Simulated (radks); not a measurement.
Polarisability of the antimony ion Sb3+, [Kr] 4d10 5s2, at imaginary frequency. Method: scalar-relativistic Kohn-Sham, LDA (Slater exchange, Perdew-Wang correlation), spin-unpolarised, spherical densities, finite nucleus; Fermi nuclear charge, rms radius 4.6802 fm; computed with a radial shooting solver on a logarithmic mesh with Libxc functionals. Response by self-consistent Sternheimer equations with the Hartree and adiabatic LDA kernel, the relativistic mass of each level held fixed and spin-orbit coupling left out.

w (hartree),alpha1(iw) (bohr^3),alpha2(iw) (bohr^5)
0.00266,10.01,28.14
0.0143,10.01,28.13
0.0360,9.963,28.09
0.0697,9.827,27.96
0.118,9.499,27.64
0.186,8.850,26.94
0.280,7.776,25.56
0.413,6.333,23.12
0.605,4.780,19.32
0.892,3.411,14.38
1.35,2.331,9.297
2.12,1.479,5.183
3.59,0.7892,2.452
6.94,0.3021,0.8787
17.5,0.06871,0.1704

Static values: alpha1 = 10.01 bohr^3 (1.484 angstrom^3; uncoupled 18.75), alpha2 = 28.14 bohr^5, alpha3 = 156.8 bohr^7. C6 = 47.80, C8 = 808.2, triple-dipole C9 = 321.3 atomic units. One-pole (London) frequency 4 C6 / (3 alpha1^2) = 0.636 hartree, against 1.448 for minus the highest occupied eigenvalue.
